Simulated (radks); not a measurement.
Results of a calculation; reference values are marked as such.
Task: Species: Ru+. Configuration: [Kr] 4d7 (the NIST ground configuration). Code: a radial shooting solver on a logarithmic mesh with Libxc functionals. Model: non-relativistic Kohn-Sham, HCTH/407, spin-polarised, spherical densities, point nucleus; open shells are filled with parallel spins first (spin-orbit coupling, left out, can overturn this in heavy ions); relativity is left out, which matters for an element this heavy. Some entries of the table are withheld. Estimate them.

orbital,occ.,eigenvalue (eV),<r> (bohr)
1s down,1,-21332.21,0.03465
1s up,1,-21332.21,0.03465
2s up,1,-3022.023,0.1509
2s down,1,-3021.546,0.1509
2p up,3,-2798.328,0.1291
2p down,3,-2797.977,0.1291
3s up,1,-536.8904,0.4145
3s down,1,-536.6872,0.4144
3p up,3,-448.8879,0.4077
3p down,3,-448.6407,0.4076
3d up,5,-286.7624,0.3826
3d down,5,-286.3519,0.3825
4s up,1,-80.1483,1.049
4s down,1,-77.8659,1.046
4p up,3,-54.0135,1.140
4p down,3,-51.6322,1.137
4d up,5,(1),1.584
4d down,2,(2),1.655
5s up,0,-10.2131,3.130
5s down,0,-9.7519,3.311
5p down,0,-6.1642,4.025
5p up,0,-6.1517,3.914

Result: 
(1) 4d up eigenvalue (eV): -13.9638
(2) 4d down eigenvalue (eV): -11.6614
